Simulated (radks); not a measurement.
Neutral antimony inside a hard spherical wall (all orbitals vanish at R), configuration held at [Kr] 4d10 5s2 5p3 and not refilled when levels cross. All-electron calculation, scalar-relativistic Kohn-Sham, PBE, spin-polarised, spherical densities, finite nucleus; open shells are filled with parallel spins first (spin-orbit coupling, left out, can overturn this in heavy ions); Fermi nuclear charge, rms radius 4.6802 fm. Program: a radial shooting solver on a logarithmic mesh with Libxc functionals. Eigenvalues in eV for spin up, with the zero of energy where the potential of the charges vanishes at infinity; a dash marks a level that is unbound or too diffuse for the functional's potential to be trusted. A positive occupied level is held by the wall or, in an anion where self-interaction has pushed it up, behind a barrier. The pressure on the wall is -dE/dV.

R (bohr)  E (hartree)  kinetic (hartree)    e(4p)    e(4d)    e(5s)   e(5p)  e(6s, empty)  e(5d, empty)  pressure (GPa)
free      -6481.32141           6778.360  -101.56  -33.347  -13.426  -5.467             -             -               0
20        -6481.32141           6778.360  -101.56  -33.347  -13.426  -5.467             -             -        < 0.0001
8         -6481.31820           6778.387  -101.37  -33.159  -13.280  -5.317         1.390         2.410           0.144
7         -6481.31043           6778.442  -101.07  -32.864  -13.058  -5.072         3.020         3.352           0.647
6         -6481.28323           6778.607  -100.33  -32.144  -12.523  -4.434         6.323         5.099            3.13
3.5       -6480.20031           6783.183  -90.355  -22.614   -3.215   7.824        50.801        26.773             323
2.5       -6475.37731           6800.685  -71.791   -4.782   25.266  43.227        152.29        76.452            4200
2         -6464.65753           6837.523  -46.710   21.316   79.066  105.56        302.73        151.52           22000
